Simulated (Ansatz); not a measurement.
Reaction (isomerisation): `CN1BCC1` → `BN(C)C=C`

Program: Ansatz. Geometries: PBE0-D4/def2-TZVP. ΔE: electronic, gas phase. CCSD(T)/CBS is the MP2 limit (def2-TZVPP, def2-QZVPP) plus CCSD(T) − MP2 in def2-TZVPP, frozen cores. DFT in def2-TZVPP. B3LYP here is the variant with VWN-RPA as its local correlation; programs differ in this. HSE06 is defined as in plane-wave codes. Each species was taken in one conformer, which may not be the lowest.

CCSD(T)/CBS gives -0.8 kJ/mol.

Question: Another level gave +0.7 kJ/mol. Which?
A. HSE06/def2-TZVPP
B. LC-ωPBE/def2-TZVPP
C. B3LYP/def2-TZVPP
D. CCSD/def2-TZVPP

Answer: D. CCSD/def2-TZVPP 0.7, B3LYP -9.3, LC-ωPBE 27.7, HSE06 15.1 kJ/mol.

Largest T1 diagnostic among the species: 0.013.

In def2-TZVPP, CCSD(T) changes the Hartree–Fock value by +12.3 kJ/mol (the triples alone add −1.7 kJ/mol) and MP2 by +17.9 kJ/mol. From PBE to PBE0 (25 % exact exchange), in def2-TZVPP and without D4, ΔE moves by +6.3 kJ/mol.

CCSD(T)/CBS has its own doubt, a few kJ/mol and more with outer-core shells, so smaller differences from it don't rank the levels.
